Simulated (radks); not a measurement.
Problem. N+, configuration [He] 2s2 2p2. Calculated with a radial shooting solver on a logarithmic mesh with Libxc functionals: scalar-relativistic Kohn-Sham, PBE, spin-polarised, spherical densities, finite nucleus; open shells are filled with parallel spins first; Fermi nuclear charge, rms radius 2.5582 fm. Some entries of the table are withheld. Estimate them.

orbital  occ.  eigenvalue (Ry)  <r> (bohr)  <r^2> (bohr^2)
1s up       1        -29.52447      0.2300         0.07157
1s down     1        -29.43006      0.2293         0.07113
2s up       1         -2.48619       1.232           1.815
2s down     1         -2.20983       1.267           1.928
2p up       2              (1)       1.252           1.977
2p down     0              (2)       1.320           2.225

Solution. 
(1) 2p up eigenvalue (Ry): -1.61932
(2) 2p down eigenvalue (Ry): -1.35126
